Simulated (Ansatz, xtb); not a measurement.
**Ranking isomers of C7H6OS**

8 gas-phase structures of C7H6OS, from a drawn sample of its isomers (lower ones may exist). Each was relaxed with GFN2-xTB; where two conformers were screened, the lower at r2SCAN-D4/def2-SVP is listed:

A. `O=C[C@@H]1C=C[C@H]1C=C=S`, a singlet
B. `O/C=C1/C=C[C@@H]1C=C=S`, a singlet
C. `O/C=C1\C=C[C@@H]1C#CS`, a singlet
D. `O=C[C@@H]1C=C[C@@H]1C#CS`, a singlet
E. `O=C[C@@H]1C=C[C@@H]1C=C=S`, a singlet
F. `O=C[C@@H]1C=C[C@H]1C#CS`, a singlet
G. `O/C=C1/C=C[C@@H]1C#CS`, a singlet
H. `O/C=C1\C=C[C@@H]1C=C=S`, a singlet

Question: Make a reasoned guess at their ranking by r2SCAN-D4/def2-SVP single-point energy.

Answer: Calculated order at r2SCAN-D4/def2-SVP: A (0.0), E (0.9), B (3.8), H (5.2), D (18.7), F (18.8), G (23.0), C (24.8) kcal/mol. Less than 1 kcal/mol parts A and E; D and F, so the order within those pairs means little.

Energies above the lowest of each column, in kcal/mol; the last columns are at PBE-D3(BJ)/def2-SVP geometries and were run for some of them only (a dash: not run or not comparable):

```
structure  GFN2-xTB  HF/STO-3G  r2SCAN-D4/def2-SVP  PBE-D3(BJ)/def2-SVP  CCSD(T)/def2-SVP + ΔMP2/def2-TZVPP
        A       0.7        0.0                 0.0                  0.0                                 0.0
        E       1.6        1.0                 0.9                  0.6                                 0.9
        B       0.0       14.6                 3.8                  3.5                                 6.0
        H       0.7       14.5                 5.2                  5.3                                 7.2
        D      10.3        0.7                18.7                 18.0                                13.5
        F      10.4        0.8                18.8                 17.9                                13.8
        G       9.9       13.9                23.0                    –                                   –
        C      10.6       14.5                24.8                    –                                   –
```

CCSD(T)/def2-SVP + ΔMP2/def2-TZVPP puts A lowest of those it was run on, with E within 1 kcal/mol; GFN2-xTB picks B. Flexible structures stand in one conformer each, not always the lowest. Frequencies (GFN2-xTB) were run for A, B, D, E, F, H alone. The ΔMP2 step shifts differences by up to 3.1 kcal/mol, which makes them less sure. ΔMP2 is the change of the MP2 energy from the smaller to the larger basis.

Over these structures GFN2-xTB departs from r2SCAN-D4/def2-SVP by 4.6 kcal/mol on average once a common shift is removed. A GFN2-xTB relaxation took about 0.16 s and the r2SCAN-D4/def2-SVP energy about 2 s on a shared host (Ansatz 0.2.0, xtb 6.7.1).
